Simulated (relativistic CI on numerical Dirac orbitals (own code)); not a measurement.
# Co II: q coefficients and field-shift factors

Computed by Dirac-Coulomb-Breit CI, orbitals from a KLI potential per configuration, valence Slater integrals scaled by 0.85, P86 correlation energy added to each configuration, derivatives by finite differences, QED left out (own radial code, finite nucleus).

CI space (outside the closed core [Ar]): 3d8, 3d7 4s, 3d7 4p, 3d6 4s2, 3d7 4d, 3d6 4s 4p. Levels of other configurations are missing.

With x = (α/α₀)² − 1 an excitation energy changes as ω = ω₀ + qx; K = 2q/ω₀ is the relative enhancement. Terms are leading LS components, so labels can repeat. The field-shift factor is F = δν/δ⟨r²⟩ for the transition from the lowest level.

Lowest level 3d7 4s 5F_5.

| Level | ω₀ (cm⁻¹) | q (cm⁻¹) | K | F (GHz/fm²) |
| --- | --- | --- | --- | --- |
| 3d7 4s 5F_4 | 656.8 | 649.5 | 1.98 | 0.00363 |
| 3d7 4s 5F_3 | 1170.1 | 1151 | 1.97 | 0.00677 |
| 3d7 4s 5F_2 | 1546.2 | 1511 | 1.96 | 0.00911 |
| 3d7 4s 5F_1 | 1792.4 | 1743 | 1.95 | 0.0107 |
| 3d8 3F_4 | 4383.4 | 3098 | 1.41 | -1.34 |
| 3d8 3F_3 | 5261.4 | 3964 | 1.51 | -1.33 |
| 3d8 3F_2 | 5866.7 | 4514 | 1.54 | -1.33 |
| 3d7 4s 3F_4 | 8000.4 | 552.7 | 0.138 | -0.199 |
| 3d7 4s 3F_3 | 8867.1 | 1414 | 0.319 | -0.194 |
| 3d7 4s 3F_2 | 9469.9 | 1976 | 0.417 | -0.19 |
| 3d7 4s 5P_3 | 15974.0 | 476.2 | 0.0596 | 0.0388 |
| 3d7 4s 5P_2 | 16160.5 | 671.4 | 0.0831 | -0.0607 |
| 3d7 4s 5P_1 | 16493.8 | 940.6 | 0.114 | 0.0325 |

For a near-neutral ion this model can misplace configurations by up to about 10,000 cm⁻¹ (more where the count of f electrons changes) and terms by 10 to 25 % of their spread. Rates follow the energies as ν³ (E1, M1) or ν⁵ (E2), so they and the lifetimes can be off by large factors. The fine structure of a lone outer electron comes out too small, for d and f at times inverted, and misplaced configurations move strength between like terms. The computed lowest level isn't the tabulated ground level, which NIST ASD gives as 3d8 3F4.
